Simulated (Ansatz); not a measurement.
Energy needed to pull apart GaH2SOF (SMILES [OH][Ga]([F])[SH]), singlet, into free ground-state atoms, from the structure below (displaced at random from a GFN2-xTB minimum); no zero-point or spin–orbit terms; open-shell atoms are treated unrestricted, in their ground-state multiplicity.

O1  (1.062, -0.165, -1.149)
Ga2  (0.261, -0.444, 0.369)
F3  (1.222, -1.501, 1.366)
S4  (-1.656, 0.388, 1.074)
H5  (0.703, 0.200, -1.958)
H6  (-1.536, 1.445, 0.247)
(Å)

Program: Ansatz 0.2.0. Basis: def2-TZVPP. Cores are frozen in the correlated methods. Filled d shells of the heavier atoms are correlated. The def2 sets are not built for correlating such inner shells, so the correlated values are less sure here.

| method | atomization energy (kcal/mol) |
| --- | --- |
| PBE-D4 | 475.1 |
| BLYP-D4 | 461.9 |
| r2SCAN-D4 | 470.7 |
| PBE0-D4 | ? |
| r2SCAN0-D4 | ? |
| wB97M-V | 466.9 |
| HF | 316.2 |
| MP2 | 477.1 |
| CCSD | 448.6 |
| CCSD(T) | 458.5 |

Problem. What does PBE0-D4 give? (To be estimated.)

Solution. By the calculation: 460.6 kcal/mol, which is about 2.1 kcal/mol more than CCSD(T)/def2-TZVPP.

Problem. What does r2SCAN0-D4 give? (Judge from chemistry; the value comes from the calculation.)

Solution. Computed: 456.1 kcal/mol, which is about 2.5 kcal/mol less than CCSD(T)/def2-TZVPP.

In triple zeta the MP2 and coupled-cluster atomization energies are still short of their basis limit by a few kcal/mol a bond, whereas those of the functionals are nearly converged, so these differences are not deviations from converged CCSD(T).

The T1 diagnostic stays at or below 0.014.

For scale, one of the runs: CCSD(T)/def2-TZVPP, 180 basis functions, launched by `ansatz run in.yaml --threads 8 --pin off --events-out ev --progress --plain --max-ram 10444MiB`. Hardware: 8 CPU threads of an Arm Neoverse N1, shared host. Wall time 37 s; peak host memory 1.8 GiB.
